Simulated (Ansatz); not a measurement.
A nudged elastic band was laid between two geometries of C$_{3}$H$_{7}$AlBCl (13 atoms, charge 0, multiplicity 1).

Level of theory: RKS r2SCAN-D4/STO-3G (Ansatz 0.2.0).

| Quantity | Value |
| --- | --- |
| movable images | 5 |
| climbing image | yes |
| spring | 20.0 eV/Å² |
| optimiser | quadratic models (default) |
| start path | through a guess of the saddle point |
| force threshold | 0.05 eV/Å |
| iteration limit | 48 |
| end points | relaxed |

Image 0:

```xyz
13
Properties=species:S:1:pos:R:3
C -0.731 -1.291 1.529
Al 0.829 -0.738 0.597
Cl 2.650 -1.644 1.051
C 0.853 0.591 -0.737
B -0.138 0.523 -1.875
C -0.354 1.583 -0.799
H -0.539 -2.117 2.220
H -1.516 -1.619 0.837
H -1.157 -0.469 2.116
H 1.855 0.980 -0.960
H -0.449 0.047 -2.893
H -0.156 2.633 -1.045
H -1.125 1.486 -0.026
```

Image 6:

```xyz
13
Properties=species:S:1:pos:R:3
C -0.743 -1.325 1.490
Al 0.812 -0.806 0.532
Cl 2.599 -1.821 0.881
C 0.857 0.578 -0.744
B -0.184 0.621 -1.839
C -0.293 1.637 -0.706
H -1.117 -0.506 2.117
H -0.569 -2.182 2.148
H -1.560 -1.595 0.810
H 1.868 0.923 -0.996
H -0.566 0.212 -2.861
H -0.047 2.686 -0.911
H -1.035 1.544 0.095
```

What changes between the two ends?

No bond is made or broken. The dihedral H8–C1–Al2–Cl3 goes from -124 to -2°. The two ends are copies of one structure, up to a mirror image or an exchange of like atoms.

Give the energies along the band, and the barrier.

It converged. The highest image is number 2 of 0 to 6, 0.002 eV above the ends, which have the same energy within 2 meV. The top lies less than 8 meV above the higher end, about what the thresholds resolve: that end is a shoulder or a very shallow well. Another band between the same ends (5 images) ends at a top of the same energy, where a vibrational analysis finds no clearly imaginary modes. Limits of this set-up: minimal basis.

| image | path coordinate (Å) | energy (eV) | dihedral H8–C1–Al2–Cl3 (°) |
| --- | --- | --- | --- |
| 0 | 0.00 | 0.000 | -124 |
| 1 | 0.60 | 0.001 | -103 |
| 2 | 1.20 | 0.002 | -82 |
| 3 | 1.80 | 0.002 | -61 |
| 4 | 2.39 | 0.001 | -42 |
| 5 | 2.98 | 0.000 | -22 |
| 6 | 3.57 | 0.000 | -2 |

What is the geometry of the highest image?


```xyz
13
Properties=species:S:1:pos:R:3:forces:R:3
C -0.742 -1.326 1.515 0.00 -0.01 0.01
Al 0.804 -0.769 0.564 0.00 0.01 0.00
Cl 2.607 -1.746 0.943 0.00 0.00 0.00
C 0.849 0.593 -0.737 0.00 -0.03 0.01
B -0.170 0.591 -1.854 0.01 0.01 0.00
C -0.309 1.642 -0.756 0.00 0.01 0.00
H -0.513 -1.603 2.550 0.00 0.00 -0.01
H -1.198 -2.208 1.048 0.00 0.00 0.00
H -1.512 -0.548 1.544 0.00 0.00 0.00
H 1.862 0.938 -0.977 0.00 0.01 -0.01
H -0.529 0.144 -2.868 0.00 0.00 0.00
H -0.063 2.685 -0.990 0.00 0.00 0.00
H -1.067 1.572 0.032 0.00 0.00 0.00
```

Time of the run: 3 min on 1 thread of Arm Neoverse V2, on a shared host, peak memory 0.13 GiB.
